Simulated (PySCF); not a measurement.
Isomers of C8H14O, one GFN2-xTB conformer each. Single-point energies are computed at PBE0/pcSseg-1 (PySCF, gas phase, no added dispersion term), electronic only.

Problem. Rank them by PBE0/pcSseg-1 energy, lowest first (kcal/mol).
A. `[CH3:1][O:2]/[CH:3]=[CH:4]/[CH:5]1[CH2:6][CH2:7][CH2:8][CH2:9]1` with C1–O2–C3–C4 1°, C3–C4–C5–C6 -7°, C4–C5–C6–C7 -166°, C5–C6–C7–C8 34°, C6–C7–C8–C9 -11°, C7–C8–C9–C5 -16°
B. `[CH3:1][CH2:2]/[C:3]([CH3:4])=[C:5](\[CH3:6])[CH2:7][CH:8]=[O:9]` with C1–C2–C3–C4 85°, C3–C5–C7–C8 -96°, C5–C7–C8–O9 -100°
C. `[CH3:1][C:2](=[O:3])[CH:4]1[CH2:5][CH2:6][CH2:7][CH2:8][CH2:9]1` with C1–C2–C4–C5 52°, C2–C4–C5–C6 68°, C4–C5–C6–C7 59°, C5–C6–C7–C8 -59°, C6–C7–C8–C9 57°
D. `[CH2:1]=[C:2]1[CH2:3][CH2:4][CH2:5][C@@H:6]([CH2:7][OH:8])[CH2:9]1` with C5–C6–C7–O8 -61°, C6–C7–O8–H -58°, C1–C2–C3–C4 -123°, C2–C3–C4–C5 -56°, C3–C4–C5–C6 59°, C4–C5–C6–C7 179°
E. `[CH3:1][O:2][CH2:3][CH:4]=[C:5]1[CH2:6][CH:7]([CH3:8])[CH2:9]1` with C1–O2–C3–C4 69°, O2–C3–C4–C5 -116°

Solution. C (0.0), D (19.2), B (27.8), A (31.1), E (50.9).

As drawn, the lowest has a C=O bond, which the highest lacks; the highest has a four-membered ring and a C=C bond outside aromatic rings, which the lowest lacks. GFN2-xTB itself gives, in the same order: 0.0, 15.7, 31.9, 18.4, 35.1. Both levels put the same isomer lowest; measured from each level's own lowest isomer, the values differ by up to 15.8 kcal/mol (COCC=C1CC(C)C1: 35.1 against 50.9).

Problem. Which frontier levels, dipoles and rotational constants go with these structures?

Solution. 
```csv
SMILES,"HOMO (eV, PBE0/pcSseg-1)",LUMO (eV),dipole (D),"A, B, C (MHz)"
CC(=O)C1CCCCC1,-7.08,-0.36,2.71,"2490, 1386, 1146"
C=C1CCC[C@@H](CO)C1,-7.09,0.48,1.10,"2970, 1051, 846.1"
CC/C(C)=C(\C)CC=O,-6.59,-0.68,3.11,"2452, 955.8, 862.7"
CO/C=C/C1CCCC1,-6.33,1.16,1.09,"4674, 720.9, 656.0"
COCC=C1CC(C)C1,-7.00,0.13,2.05,"4169, 721.3, 700.2"
```
